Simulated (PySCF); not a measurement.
**Static response to an electric field**

Compound: C4H7FO3.
Atom-mapped SMILES: `[CH3:1][O:2][C@@H:3]1[O:4][CH2:5][O:6][C@H:7]1[F:8]` (hydrogens: H9, H10, H11 on C1; H12 on C3; H13, H14 on C5; H15 on C7)

Cartesian coordinates in Å at the GFN2-xTB level; atoms count from 1:
```xyz
15
C4H7FO3 angstrom
C     -2.267    0.043    0.222
O     -1.002   -0.152    0.832
C      0.022    0.561    0.225
O      0.326    0.114   -1.069
C      1.337   -0.853   -0.970
O      1.886   -0.784    0.332
C      1.322    0.272    0.991
F      2.143    1.380    0.928
H     -2.577    1.089    0.308
H     -2.238   -0.241   -0.833
H     -2.959   -0.597    0.764
H     -0.212    1.634    0.159
H      2.099   -0.634   -1.729
H      0.939   -1.868   -1.115
H      1.176    0.043    2.050
```

Level: CAM-B3LYP/def2-SVPD (PySCF), static field, nuclei fixed, core orbitals frozen in the response. The polarisability tensor in these axes (au):

```
x   65.58 -0.91 -1.56
y   -0.91 56.15  3.90
z   -1.56  3.90 56.90
```

Task: Diagonalise the tensor; give its mean and Δα, where Δα² is half the sum of the squared differences of the eigenvalues.

Result: Principal values 52.59, 59.90 and 66.14 au; mean 59.54 au = 8.82 Å³ = 9.82 × 10⁻⁴⁰ C²·m²/J; Δα = 11.74 au (20 % of the mean).

Task: What is the dipole moment, and where does it point?

Result: (-2.17, -0.46, -0.65) D, 2.31 D in size, pointing from the negative to the positive side. Measured along this direction, the outermost atoms are F8 at the negative end and H11 at the positive end.

Task: Refractivity n − 1 of an ideal gas of it at 400 K and 1 atm, from the electronic α?

Result: N = p/kT = 1.8347 × 10¹⁹ cm⁻³, so n − 1 = 2π × N × 8.82 × 10⁻²⁴ cm³ = 1017 × 10⁻⁶ at long wavelengths, for an ideal gas.

Task: What are the principal values of the traceless quadrupole moment, Θ = ½Σq(3rr − r²1), about the centre of nuclear charge?

Result: -4.62, -1.93, 6.55 D·Å. The values depend on the origin, since the dipole doesn't vanish. The electronic extent ⟨r²⟩ about the same centre is 911 bohr², a root-mean-square distance of 2.00 Å for the 64 electrons.

Task: Find the Langevin capture rate constant for H3+ (3.023 u) meeting this molecule (122.038 u), k = 2.342 × 10⁻⁹ cm³/s × √(α in Å³ / reduced mass in u).

Result: The reduced mass is 2.95 u, so k = 4.05 × 10⁻⁹ cm³/s. The formula leaves out the permanent dipole, which adds to the capture rate.

Geometry: GFN2-xTB, one conformer, isolated molecule.
